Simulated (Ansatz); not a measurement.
`[SiH3][Sn]([SiH3])([Cl])[Cl]` + H–F → `[F][Sn]([SiH3])([Cl])[Cl]` + SiH₄ at 500 K and 1 bar (cleavage of the Sn–Si bond).

Computed with Ansatz on PBE0-D4/def2-TZVP structures; ΔE is electronic, products minus reactants. CCSD(T)/CBS is the MP2 limit (def2-TZVPP, def2-QZVPP) plus CCSD(T) − MP2 in def2-TZVPP, frozen cores. This one scheme is used for every species. Elements past krypton have def2 core potentials. For Sn outer-core shells are correlated without core-valence functions, which leaves a few kJ/mol of doubt a bond.

| species | CCSD(T)/CBS energy (Eh) | H − E (kJ/mol) | S (J/(mol·K)) |
| --- | --- | --- | --- |
| `[SiH3][Sn]([SiH3])([Cl])[Cl]` | -1715.44941 | 201.3 | 538.3 |
| H–F | -100.39570 | 39.4 | 188.7 |
| `[F][Sn]([SiH3])([Cl])[Cl]` | -1524.38995 | 129.7 | 483.0 |
| SiH₄ | -291.46306 | 102.4 | 230.9 |

H − E and S are ideal-gas, rigid-rotor, harmonic terms from PBE0-D4/def2-TZVP. 1 Eh = 2625.50 kJ/mol, R = 8.31446 J/(mol·K).

Task: By hand: ΔE, ΔH, ΔS and ΔG.

Result: ΔE = (-1524.38995) + (-291.46306) − (-1715.44941) − (-100.39570) = -0.00790 Eh = -20.7 kJ/mol. Δ(H − E) = 129.7 + 102.4 − 201.3 − 39.4 = -8.6, so ΔH = -29.3 kJ/mol. ΔS = 483.0 + 230.9 − 538.3 − 188.7 = -13.1 J/(mol·K). ΔG = -29.3 − 500 × (-13.1)/1000 = -22.8 kJ/mol.

Task: By hand: the equilibrium constant, and the temperature at which ΔG would vanish if ΔH and ΔS stayed fixed.

Result: log₁₀ K = −ΔG/(RT ln 10) = 2.4. ΔG = 0 at ΔH/ΔS = 2237 K, though so small a ΔS makes that figure unsure.

The number of gas molecules stays the same, so ΔS is small and ΔH decides. A doubt of 5 kJ/mol in ΔE shifts log₁₀ K by 0.5 here. Modes under 60 cm⁻¹, often nearly free rotors, make the harmonic entropy too high. These are equilibria of isolated gas molecules and say nothing of rates. Largest T1 diagnostic: 0.013 (customary marks: 0.02 for closed shells, 0.045 for open ones).
